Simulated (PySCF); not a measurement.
C2F3, SMILES F[C]=C(F)F (connectivity only; charge and spin as stated), charge +1, multiplicity 1.

The structure is a stationary point at B3LYP-D3(BJ)/def2-SVP. The multiplicity is an assumed one; other spin states were not compared. The isomer is the one that the SMILES or the coordinates give; other isomers of the formula were not compared.

Two levels are set side by side: PBE/def2-TZVPD (PySCF) and CAM-B3LYP/def2-TZVPD (PySCF). Same geometry, gas phase. Differences are taken from unrounded values.

```json
[
 {"quantity": "orbital gap (eV)", "CAM-B3LYP": "7.17"},
 {"quantity": "highest occupied level (eV)", "CAM-B3LYP": "-17.15"},
 {"quantity": "lowest empty level (eV)", "CAM-B3LYP": "-9.97"},
 {"quantity": "mean polarisability (bohr³)", "CAM-B3LYP": "25.3"}
]
```

Problem. What does PBE give, and how far is it from CAM-B3LYP? (The exact figures need the calculation; the answer reports its results.)

Solution. 
```tsv
quantity	PBE	PBE minus CAM-B3LYP
orbital gap (eV)	1.66	-5.51
highest occupied level (eV)	-14.18	2.97
lowest empty level (eV)	-12.52	-2.54
mean polarisability (bohr³)	26.2	0.9
```

Without exact exchange PBE keeps part of each electron's self-repulsion, which lifts occupied levels and narrows the gap. Loosely held outer electrons make PBE densities more polarisable. Differences between two approximate levels are no errors against the true value.

Rough cost on one machine, each run with all the roots and properties that it gave: CAM-B3LYP against PBE within a factor of 2.
